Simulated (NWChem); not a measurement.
All runs are NWChem calculations. System: selenium dioxide (O2Se), charge 0, spin multiplicity 1, at a geometry optimised with PBE0/def2-SVP. Level: MP2/def2-TZVPD, 11 core orbitals frozen.

Job file:

```
start mol
memory heap 200 mb stack 900 mb global 1100 mb
geometry units angstroms nocenter noautoz
  O      1.352331     0.000000     0.585188
  Se     0.000000     0.000000    -0.275383
  O     -1.352331     0.000000     0.585188
  symmetry group C2v
end
basis spherical
  * library def2-tzvpd
end
scf
  rhf
  nopen 0
  maxiter 100
  thresh 1e-7
  semidirect memsize 60000000 filesize 0
end
mp2
  freeze core 11
end
task mp2 energy
```

Output (cleaned and shortened):

```
             Northwest Computational Chemistry Package (NWChem) 7.3.0
             --------------------------------------------------------

                                NWChem Input Module
                                -------------------

 Scaling coordinates for geometry "geometry" by  1.889725989
 (inverse scale =  0.529177249)

 Turning off AUTOSYM since
 SYMMETRY directive was detected!

                             Geometry "geometry" -> ""
                             -------------------------

 Output coordinates in angstroms (scale by  1.889725989 to convert to a.u.)

  No.       Tag          Charge          X              Y              Z
 ---- ---------------- ---------- -------------- -------------- --------------
    1 O                    8.0000     1.35233100     0.00000000     0.58518800
    2 Se                  34.0000     0.00000000     0.00000000    -0.27538300
    3 O                    8.0000    -1.35233100     0.00000000     0.58518800

 Effective nuclear repulsion energy (a.u.)     192.1133326348

            Nuclear Dipole moment (a.u.)
            ----------------------------
        X                 Y               Z
 ---------------- ---------------- ----------------
     0.0000000000     0.0000000000    -0.0000264562

      Symmetry information
      --------------------

 Group name             C2v
 Group number             16
 Group order               4
 No. of unique centers     2

      Symmetry unique atoms

     1    2


 Summary of "ao basis" -> "" (spherical)
 ------------------------------------------------------------------------------
       Tag                 Description            Shells   Functions and Types
 ---------------- ------------------------------  ------  ---------------------
 *                         def2-tzvpd                 on all atoms

 Summary of "ao basis" -> "ao basis" (spherical)
 ------------------------------------------------------------------------------
       Tag                 Description            Shells   Functions and Types
 ---------------- ------------------------------  ------  ---------------------
[...]
     1   1 0 0     -0.000000      0.000000      0.000000
     1   0 1 0     -0.000000      0.000000      0.000000
     1   0 0 1     -1.284562      0.000000     -0.000026

     2   2 0 0    -26.269688      0.000000    104.492149
     2   1 1 0     -0.000000      0.000000      0.000000
     2   1 0 1      0.000000      0.000000      0.000000
     2   0 2 0    -19.016972      0.000000      0.000000
     2   0 1 1      0.000000      0.000000      0.000000
     2   0 0 2    -21.473992      0.000000     28.773983

                   NWChem MP2 Semi-direct Energy/Gradient Module
                   ---------------------------------------------

  Basis functions       =    137
  Molecular orbitals    =    137
  Frozen core           =     11
  Frozen virtuals       =      0
  Active alpha occupied =     14
  Active beta occupied  =     14
  Active alpha virtual  =    112
  Active beta virtual   =    112
  Use MO symmetry       = T
  Use skeleton AO sym   = T

  AO/Fock/Back tols     =   1.0D-09  1.0D-09  1.0D-09

 GA uses MA = F    GA memory limited = T

 Available:
  local mem=  1.26D+08
 global mem=  1.44D+08
 local disk=  0.00D+00
  mp2_memr nvloc                   112
  nvloc new                   112
   1 passes of  14:        5242880                     116657                  49814893.
   1 passes of  14: M    126149082           G      144141662           F     120906202.

 Semi-direct pass number   1 of   1  for RHF alpha+beta  at        3.7s
  vrange nnbf                  9338
  mp2_eaftype                   190  avail_ma_in_mb                  1099
 EAF : mp2_eaftype filesize         190   24907446.
  mp2_eaf for mointskh                    190
Node 0 wrote    117.1 Mb in      0.2 s     Agg I/O rate:   685.2 Mb/s
 Done moints_semi at       10.8s
  mp2_eaftype                   190  avail_ma_in_mb                   909
 EAF : mp2_eaftype filesize         190   24907446.
  mp2_eaf for kh                   190
 Done maket at       11.1s
 Done multipass loop at       11.1s

          -------------------------------------------
          SCF energy               -2549.532251440202
          Correlation energy          -0.783357714431
          Singlet pairs               -0.447185104867
          Triplet pairs               -0.336172609564
          Total MP2 energy         -2550.315609154633
          -------------------------------------------

          ---------------------------------------------------
                    Spin Component Scaled (SCS) MP2
          Same spin pairs                     -0.224115073043
          Same spin scaling factor             0.333333333333
          Opposite spin pairs                 -0.559242641388
          Opposite spin scaling fact.          1.200000000000
          SCS-MP2 correlation energy          -0.745796194014
          Total SCS-MP2 energy             -2550.278047634216
          ---------------------------------------------------

 -----------------------
 Performance information
 -----------------------

 Timer overhead =  9.61D-08 seconds/call

               Nr. of calls         CPU time (s)                 Wall time (s)                GFlops
             ---------------    -------------------     ------------------------------   -------------------
Name         Min   Avg   Max    Min     Avg     Max     Min     Avg     Max   Mx/calls   Min     Max     Sum
mp2: moin     1     1     1    7.0     7.0     7.0      7.0     7.0     7.0     7.0      0.0     0.0     0.0
mp2: make     1     1     1   0.30    0.30    0.30     0.30    0.30    0.30    0.30      0.0     0.0     0.0
mp2: tota     1     1     1    7.4     7.4     7.4      7.4     7.4     7.4     7.4      0.0     0.0     0.0

 The average no. of pstat calls per process was 3.00D+00
 with a timing overhead of 2.88D-07s

 Task  times  cpu:       11.1s     wall:       11.1s

 Total times  cpu:       11.1s     wall:       11.1s
```
